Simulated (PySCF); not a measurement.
Isomers of C6H7F.

All values: PBE0/def2-SVPD (PySCF) at GFN2-xTB geometries, gas phase, one conformer each. Core orbitals are frozen in the response; Δα² is half the sum of the squared differences of the principal polarisabilities.

Question: Rank by dipole moment, highest first.
A. `[CH2:1]=[C:2]([C:3]#[C:4][CH3:5])[CH2:6][F:7]` with C1–C2–C6–F7 0°
B. `[CH2:1]=[CH:2][C@:3]1([F:4])[CH2:5][C:6]1=[CH2:7]` with C1–C2–C3–F4 -1°
C. `[CH:1]#[C:2][C@@H:3]1[CH2:4][CH2:5][C@@H:6]1[F:7]` with C2–C3–C4–C5 -103°, C3–C4–C5–C6 -13°, C4–C5–C6–F7 132°, C2–C3–C6–C5 102°
D. `[CH2:1]=[CH:2][C:3](=[CH2:4])[C:5](=[CH2:6])[F:7]` with C1–C2–C3–C4 153°, C2–C3–C5–C6 -31°

Answer: A (2.52 D), C (2.16 D), B (1.83 D), D (1.55 D).

Question: Rank by HOMO–LUMO gap, lowest first.
A. `[CH:1]#[C:2][C@@H:3]1[CH2:4][CH2:5][C@@H:6]1[F:7]` with C2–C3–C4–C5 -103°, C3–C4–C5–C6 -13°, C4–C5–C6–F7 132°, C2–C3–C6–C5 102°
B. `F[C@]12C[C@@H]3[C@H](C1)[C@@H]32`
C. `[CH2:1]=[CH:2][C@:3]1([F:4])[CH2:5][C:6]1=[CH2:7]` with C1–C2–C3–F4 -1°
D. `[CH2:1]=[CH:2][C:3](=[CH2:4])[C:5](=[CH2:6])[F:7]` with C1–C2–C3–C4 153°, C2–C3–C5–C6 -31°
E. `FC1=CCC=CC1`
F. `[CH2:1]=[C:2]([C:3]#[C:4][CH3:5])[CH2:6][F:7]` with C1–C2–C6–F7 0°

Answer: D (5.50 eV), F (6.21 eV), C (6.69 eV), E (7.11 eV), A (8.20 eV), B (8.43 eV).

Question: Rank by mean static polarisability, highest first.
A. `[CH2:1]=[C:2]([C:3]#[C:4][CH3:5])[CH2:6][F:7]` with C1–C2–C6–F7 0°
B. `[CH:1]#[C:2]/[C:3](=[CH:4]\[F:5])[CH2:6][CH3:7]` with C2–C3–C6–C7 71°
C. `[CH:1]#[C:2][C@@H:3]1[CH2:4][CH2:5][C@@H:6]1[F:7]` with C2–C3–C4–C5 -103°, C3–C4–C5–C6 -13°, C4–C5–C6–F7 132°, C2–C3–C6–C5 102°
D. `FC1=CC[C@@H]2C[C@H]12`
E. `F[C@]12C[C@@H]3[C@H](C1)[C@@H]32`

Answer: A (11.31 Å³), B (10.80 Å³), C (9.84 Å³), D (9.43 Å³), E (9.02 Å³).

All values together:

```tsv
SMILES	μ (D)	HOMO (eV)	LUMO (eV)	α (Å³)	Δα (Å³)
FC1=CC[C@@H]2C[C@H]12	1.96	-6.69	0.51	9.43	2.47
C=C(C#CC)CF	2.52	-6.88	-0.67	11.31	8.02
C=CC(=C)C(=C)F	1.55	-6.81	-1.31	11.31	6.69
C#C[C@@H]1CC[C@@H]1F	2.16	-7.72	0.48	9.84	3.71
F[C@]12C[C@@H]3[C@H](C1)[C@@H]32	1.92	-7.50	0.93	9.02	0.64
C#C/C(=C\F)CC	1.83	-6.97	-0.78	10.80	5.05
FC1=CCC=CC1	1.78	-6.88	0.23	9.94	4.89
C=C[C@]1(F)CC1=C	1.83	-7.28	-0.59	10.95	5.44
```

Conformers: `[CH2:1]=[C:2]([C:3]#[C:4][CH3:5])[CH2:6][F:7]` with C1–C2–C6–F7 0°; `[CH2:1]=[CH:2][C:3](=[CH2:4])[C:5](=[CH2:6])[F:7]` with C1–C2–C3–C4 153°, C2–C3–C5–C6 -31°; `[CH:1]#[C:2][C@@H:3]1[CH2:4][CH2:5][C@@H:6]1[F:7]` with C2–C3–C4–C5 -103°, C3–C4–C5–C6 -13°, C4–C5–C6–F7 132°, C2–C3–C6–C5 102°; `[CH:1]#[C:2]/[C:3](=[CH:4]\[F:5])[CH2:6][CH3:7]` with C2–C3–C6–C7 71°; `[CH2:1]=[CH:2][C@:3]1([F:4])[CH2:5][C:6]1=[CH2:7]` with C1–C2–C3–F4 -1°.
